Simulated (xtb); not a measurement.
hydrogen fluoride (hydrogen fluoride), singlet, geometry from GFN2-xTB; GFN0-xTB (xtb).

The xtb input:
```
$ xtb mol.xyz --gfn 0 --ohess --json

# file mol.xyz
2

F     -0.00000000    -0.00000000    -0.09325170
H      0.00000000     0.00000000     0.83926531
```

What the program printed (banner, timings and long lists left out):

```
   ID    Z sym.   atoms
    1    9 F      1
    2    1 H      2

           -------------------------------------------------
          |                Calculation Setup                |
           -------------------------------------------------

           -------------------------------------------------
          |                 G F N 0 - x T B                 |
           -------------------------------------------------

          ...................................................
          :                      SETUP                      :
          :.................................................:
          :  # basis functions                   6          :
          :  # atomic orbitals                   6          :
          :  # shells                            4          :
          :  # electrons                         8          :
          :  electronic temp.          300.0000000     K    :
          :  accuracy                    1.0000000          :
          :  -> integral cutoff          0.2500000E+02      :
          :  -> integral neglect         0.1000000E-07      :
          ...................................................

         :::::::::::::::::::::::::::::::::::::::::::::::::::::
         ::                     SUMMARY                     ::
         :::::::::::::::::::::::::::::::::::::::::::::::::::::
         :: total energy              -4.418847684886 Eh    ::
         :: gradient norm              0.004036177502 Eh/a0 ::
         :: HOMO-LUMO gap              8.206294882609 eV    ::
         ::.................................................::
         :: H0 energy                 -4.415071699263 Eh    ::
         :: repulsion energy           0.031629086010 Eh    ::
         :: electrostat energy        -0.035378058703 Eh    ::
         :: -> Gsolv                   0.000000000000 Eh    ::
         ::    -> Gsasa                0.000000000000 Eh    ::
         ::    -> Gshift               0.000000000000 Eh    ::
         :: dispersion energy         -0.000027012930 Eh    ::
         :: short-range corr.          0.000000000000 Eh    ::
         :: add. restraining           0.000000000000 Eh    ::
         :: total charge               0.000000000000 e     ::
         :::::::::::::::::::::::::::::::::::::::::::::::::::::

      -----------------------------------------------------------
     |                   =====================                   |
[...]
 * total energy  :    -4.4188477 Eh     change        0.0000000E+00 Eh
 * total energy  :    -4.4188536 Eh     change       -0.5898244E-05 Eh
 * total energy  :    -4.4188536 Eh     change       -0.3254331E-08 Eh
   *** GEOMETRY OPTIMIZATION CONVERGED AFTER 3 ITERATIONS ***
         :: total energy              -4.418853586383 Eh    ::
[...]
          :  rotational number                       1      :
          :  scaling factor                  1.0000000      :
          :  rotor cutoff                   50.0000000 cm⁻¹ :
          :  imag. cutoff                  -20.0000000 cm⁻¹ :
          :.................................................:

    mode    ω/cm⁻¹     T·S(HO)/kcal·mol⁻¹    T·S(FR)/kcal·mol⁻¹   T·S(vib)
   ------------------------------------------------------------------------
   ------------------------------------------------------------------------

   temp. (K)  partition function   enthalpy   heat capacity  entropy
                                   cal/mol     cal/K/mol   cal/K/mol   J/K/mol
 298.15  VIB   1.00                    0.000      0.000      0.000
         ROT   10.3                  592.502      1.987      6.618
         INT   10.3                  592.502      1.987      6.618
         TR   0.866E+26             1481.254      4.968     34.906
         TOT                        2073.7555     6.9554    41.5235   173.7345

       T/K    H(0)-H(T)+PV         H(T)/Eh          T*S/Eh         G(T)/Eh
   ------------------------------------------------------------------------
    298.15    0.330474E-02    0.131822E-01    0.197292E-01   -0.654692E-02
   ------------------------------------------------------------------------

         :::::::::::::::::::::::::::::::::::::::::::::::::::::
         ::                  THERMODYNAMIC                  ::
         :::::::::::::::::::::::::::::::::::::::::::::::::::::
         :: total free energy          -4.425400509643 Eh   ::
         ::.................................................::
         :: total energy               -4.418853586383 Eh   ::
         :: zero point energy           0.009877507939 Eh   ::
         :: G(RRHO) w/o ZPVE           -0.016424431198 Eh   ::
         :: G(RRHO) contrib.           -0.006546923260 Eh   ::
         :::::::::::::::::::::::::::::::::::::::::::::::::::::

optimized geometry written to: xtbopt.xyz

           -------------------------------------------------
          | TOTAL ENERGY               -4.418853586383 Eh   |
          | TOTAL ENTHALPY             -4.405671338697 Eh   |
          | TOTAL FREE ENERGY          -4.425400509643 Eh   |
          | GRADIENT NORM               0.000052189917 Eh/α |
          | HOMO-LUMO GAP               8.204194195866 eV   |
           -------------------------------------------------

normal termination of xtb
```
